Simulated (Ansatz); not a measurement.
One change: `COBC=O` becomes `BOC`.

Ansatz, PBE0-D4/def2-TZVP geometries, multiplicity 1. Each molecule was computed in one conformer, which needn't be the lowest.

```json
{"property": "ideal-gas entropy at 298 K and 1 bar (rigid rotor, harmonic PBE0-D4/def2-TZVP) / J/(mol·K)", "`COBC=O`": "328"}
{"property": "size of the dipole moment (ωB97M-V/def2-TZVPP) / D", "`COBC=O`": "3.98"}
{"property": "HOMO–LUMO gap (PBE0/def2-TZVPP) / eV", "`COBC=O`": "4.83"}
{"property": "LUMO energy (ωB97M-V/def2-TZVPP) / eV", "`COBC=O`": "0.09"}
{"property": "LUMO energy (B3LYP/def2-TZVPP) / eV", "`COBC=O`": "-2.36"}
{"property": "HOMO energy (ωB97M-V/def2-TZVPP) / eV", "`COBC=O`": "-9.34"}
```

Problem. Give the same properties after the change, and the shifts. (An estimate is asked.)

Solution. Ansatz gave: 
| property | `BOC` | shift |
| --- | --- | --- |
| ideal-gas entropy at 298 K and 1 bar (rigid rotor, harmonic PBE0-D4/def2-TZVP) / J/(mol·K) | 268 | -60 |
| size of the dipole moment (ωB97M-V/def2-TZVPP) / D | 1.68 | -2.30 |
| HOMO–LUMO gap (PBE0/def2-TZVPP) / eV | 8.25 | 3.42 |
| LUMO energy (ωB97M-V/def2-TZVPP) / eV | 1.48 | 1.39 |
| LUMO energy (B3LYP/def2-TZVPP) / eV | -0.61 | 1.75 |
| HOMO energy (ωB97M-V/def2-TZVPP) / eV | -10.96 | -1.62 |

With PBE0 the HOMO falls by 1.65 eV and the LUMO rises by 1.77 eV, so the gap widens by about 3.42 eV. PBE moves the HOMO by -1.76 eV and ωB97M-V by -1.62 eV. The zero-point energy changes by -27.2 kJ/mol with -6 modes. Dipoles are sizes alone; their direction can turn. Modes under 60 cm⁻¹, often nearly free rotors, make the harmonic entropy too high.

B3LYP here is the variant with VWN-RPA as its local correlation; programs differ in this.
